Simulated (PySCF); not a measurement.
Species: C4H14BrNSi2.
SMILES with atom numbers: `[CH3:1][C:2]([CH3:3])([CH3:4])[N:5]([SiH3:6])[SiH2:7][Br:8]` (hydrogens: H9, H10, H11 on C1; H12, H13, H14 on C3; H15, H16, H17 on C4; H18, H19, H20 on Si6; H21, H22 on Si7)

Method used: PBE0-D3(BJ)/def2-SVP geometry optimisation, gas phase (PySCF 2.14.0).

(1) List the bond lengths, angles and torsions at this level.

## Answers

(1) 
```csv
bond,length (Å),order
"C1–C2, C2–C3, C2–C4",1.530,single
C2–N5,1.495,single
N5–Si6,1.760,single
N5–Si7,1.734,single
Si7–Br8,2.245,single
C1–H9 and 8 like bonds,1.101,single
"Si6–H18, Si6–H19, Si6–H20",1.493,single
"Si7–H21, Si7–H22",1.486,single
```

Bonds in one row agree within 0.01 Å and their mean is given. Orders are formal, as drawn. A selection of angles:
```csv
angle,degrees
C1–C2–C3,109.5
C1–C2–N5,108.7
C3–C2–C4,107.9
C2–N5–Si6,120.9
C2–N5–Si7,120.5
Si6–N5–Si7,118.5
N5–Si7–Br8,113.4
```

Dihedral angles: C1–C2–N5–Si6 98° (anticlinal); C2–N5–Si7–Br8 -89° (synclinal). The mirror-image conformer, all signs reversed, is as good.

Si7 (SiH2 silicon) is distorted tetrahedral (angles from 105.5° to 113.4°). The N–Si distances run from 1.734 Å (N5–Si7, drawn single) to 1.760 Å (N5–Si6, drawn single), a spread of 0.026 Å. All 3 C–C bonds measure 1.529 to 1.531 Å. Of the pairs four or more bonds apart, Si6···H14 is among the closest relative to their van der Waals radii: 2.69 Å, 81 % of the sum of Bondi's values. Si6 (SiH3 silicon) is distorted tetrahedral (angles from 106.3° to 113.3°). N5 (nitrogen bridging silicon atoms) is planar (angles 120.9°, 120.5° and 118.5°, sum 360.0°, 0.02 Å off the plane of its three neighbours).

Point group: C1 (no symmetry element, even within 0.4 Å). No frequency check. One conformer, not necessarily the lowest.
